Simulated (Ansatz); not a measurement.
`[F][Ge]([F])([F])[I]` + HI → `[F][Ge]([F])([I])[I]` + H–F at 400 K and 1 bar (ligand exchange at a Ge–F bond).

Isolated molecules relaxed with PBE0-D4/def2-TZVP in Ansatz; ΔE leaves out vibrations. CCSD(T)/CBS adds triple-zeta CCSD(T) − MP2 to the extrapolated MP2 energy (def2 sets, frozen cores). This one scheme is used for every species. def2 core potentials past Kr. For Ge, I outer-core shells are correlated without core-valence functions, which leaves a few kJ/mol of doubt a bond. Scalar relativity is left out up to krypton.

| species | CCSD(T)/CBS energy (Eh) | H − E (kJ/mol) | S (J/(mol·K)) |
| --- | --- | --- | --- |
| `[F][Ge]([F])([F])[I]` | -2673.08048 | 49.7 | 373.9 |
| HI | -298.03592 | 25.7 | 215.0 |
| `[F][Ge]([F])([I])[I]` | -2870.73070 | 47.7 | 411.0 |
| H–F | -100.39570 | 36.5 | 182.2 |

H − E and S are ideal-gas, rigid-rotor, harmonic terms from PBE0-D4/def2-TZVP. 1 Eh = 2625.50 kJ/mol, R = 8.31446 J/(mol·K).

By hand: ΔE, ΔH, ΔS and ΔG.

ΔE = (-2870.73070) + (-100.39570) − (-2673.08048) − (-298.03592) = -0.01000 Eh = -26.3 kJ/mol. Δ(H − E) = 47.7 + 36.5 − 49.7 − 25.7 = 8.8, so ΔH = -17.5 kJ/mol. ΔS = 411.0 + 182.2 − 373.9 − 215.0 = 4.3 J/(mol·K). ΔG = -17.5 − 400 × (4.3)/1000 = -19.2 kJ/mol.

By hand: the equilibrium constant, and the temperature at which ΔG would vanish if ΔH and ΔS stayed fixed.

log₁₀ K = −ΔG/(RT ln 10) = 2.5. ΔH and −TΔS have one sign here, so there is no such temperature.

The number of gas molecules stays the same, so ΔS is small and ΔH decides. A doubt of 5 kJ/mol in ΔE shifts log₁₀ K by 0.7 here. These are equilibria of isolated gas molecules and say nothing of rates. Largest T1 diagnostic: 0.011 (customary marks: 0.02 for closed shells, 0.045 for open ones).

ΔS is within the doubt of such terms, so its sign, and with it that verdict, could turn.
